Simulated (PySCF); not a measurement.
In(H)(Et)(OH) (C₂H₇InO), SMILES [OH][InH][CH2]C.

The structure is a stationary point at PBE-D3(BJ)/def2-SVP. The structure was generated by enumeration; whether it is a known compound was not checked. The def2 effective core potentials stand for the cores of In; spin–orbit coupling is left out. One conformer was computed; it need not be the lowest.

Method: PBE-D3(BJ)/def2-SVP (PySCF).

Frequencies are harmonic and unscaled.

Computed normal modes with their intensities:
| mode | ν (cm⁻¹) | IR (km/mol) | moving atoms (share of kinetic energy) |
|---|---|---|---|
| 1 | 55 | 0.0 | H 51 %, C 31 %, O 15 % |
| 2 | 85 | 7.5 | O 54 %, C 23 %, H 18 % |
| 3 | 197 | 7.8 | H 92 % |
| 4 | 235 | 9.3 | C 56 %, H 23 %, In 18 % |
| 5 | 308 | 83.3 | H 87 % |
| 6 | 436 | 10.5 | H 97 % |
| 7 | 443 | 56.2 | H 94 % |
| 8 | 457 | 17.7 | C 68 %, H 23 %, In 9 % |
| 9 | 559 | 46.6 | O 85 %, In 12 % |
| 10 | 612 | 28.7 | H 81 %, C 18 % |
| 11 | 769 | 117.0 | H 92 % |
| 12 | 905 | 1.2 | H 92 % |
| 13 | 931 | 8.9 | H 85 %, C 15 % |
| 14 | 1023 | 6.5 | C 77 %, H 23 % |
| 15 | 1135 | 19.8 | H 67 %, C 33 % |
| 16 | 1198 | 2.0 | H 76 %, C 24 % |
| 17 | 1345 | 5.3 | H 82 %, C 18 % |
| 18 | 1386 | 2.2 | H 89 %, C 11 % |
| 19 | 1421 | 1.7 | H 97 % |
| 20 | 1426 | 7.7 | H 97 % |
| 21 | 1742 | 229.6 | H 99 % |
| 22 | 2953 | 39.0 | H 97 % |
| 23 | 2988 | 8.0 | H 95 % |
| 24 | 3027 | 19.8 | H 91 %, C 9 % |
| 25 | 3034 | 0.4 | H 91 %, C 9 % |
| 26 | 3052 | 23.2 | H 91 %, C 9 % |
| 27 | 3709 | 18.5 | H 94 % |
